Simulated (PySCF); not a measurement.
**Correlation energy of Sn²⁸⁺ (tin, charge +28)**

Starting occupation: [Ar] 3d4, 3d3/2 with m_j = -3/2, -1/2, +1/2, +3/2. Computed with PySCF 2.14 in an uncontracted even-tempered set (16 s from 4.3 bohr⁻², ratio 2.8; 12 p from 5.6 bohr⁻², ratio 2.8; 8 d from 5.6 bohr⁻², ratio 2.8; 3 f from 19 bohr⁻², ratio 3), with X2C-1e with screened-nucleus spin-orbit coupling, Gaussian nucleus. Frozen: [Ne]; 12 electrons correlated; the 74 highest virtual spinors left out.

MP2 pair energies summed by pair of shells (mhartree):

```tsv
pair	energy	share (%)
3p-3p	-163.39	36.0
3d-3p	-155.55	34.3
3d-3d	-60.78	13.4
3p-3s	-39.45	8.7
3d-3s	-25.37	5.6
3s-3s	-8.85	2.0
```

Total MP2 correlation energy: -453.38 mhartree.

The GHF reference relaxed away from the jj start to a determinant that is no pure jj level (⟨S²⟩ = 3.53, ⟨J²⟩ = 0.78); the energies belong to that determinant.

At this charge the one-electron X2C treatment keeps the bare 1/r₁₂, with no two-electron picture change or Breit term. The effect here is smaller than on the frozen 1s shell.
